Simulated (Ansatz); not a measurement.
Molecule: sum formula CuN2H6, charge 1, multiplicity 1. 
Structure (B3LYP-D3(BJ)/def2-TZVP (Ansatz, a quantum-chemistry and plane-wave program) minimum search):
SMILES: [NH3]->[Cu+]<-[NH3]
```xyz
9

Cu     0.0000     0.0000     0.0000
N     -1.1464    -0.5233     1.4723
H     -1.5401     0.2819     1.9559
H     -0.6463    -1.0698     2.1713
H     -1.9322    -1.0923     1.1622
N      1.1464     0.5233    -1.4723
H      0.9244     1.4554    -1.8178
H      1.0647    -0.1107    -2.2652
H      2.1295     0.5355    -1.2064
```
Charge +1, spin multiplicity 1.

Quantity: vertical triplet-singlet gap (E(triplet) - E(singlet); each state is the SCF solution reached for its spin; the molecule has degenerate orbitals, so one determinant may break the symmetry), in kcal/mol. Cores are frozen in the correlated levels unless marked. UHF or UKS for open shells. No spin-orbit coupling. Frozen are the shells of the preceding noble gas and the d and f shells that filled before the atom's block. No relativistic terms. CBS(X,Y): correlation extrapolated as X^-3; Hartree-Fock from the larger set. The bracket is a focal-point correction in the basis named.

```
level                                                          program  vertical triplet-singlet gap (kcal/mol)
-------------------------------------------------------------  -------  ---------------------------------------
HF/def2-TZVPPD                                                  Ansatz                                     59.4
r2SCAN/def2-TZVPD                                               Ansatz                                    108.6
wB97M-V/def2-TZVPD                                              Ansatz                                    114.3
B2PLYP/def2-TZVPD                                               Ansatz                                    117.1
MP2/def2-SVPD                                                   Ansatz                                    132.4
RI-MP2/CBS(def2-TZVPPD,def2-QZVPPD)                             Ansatz                                    139.8
RI-MP2/CBS(def2-TZVPPD,def2-QZVPPD)+[CCSD(T)-MP2]/def2-TZVPPD   Ansatz                                    113.4
```
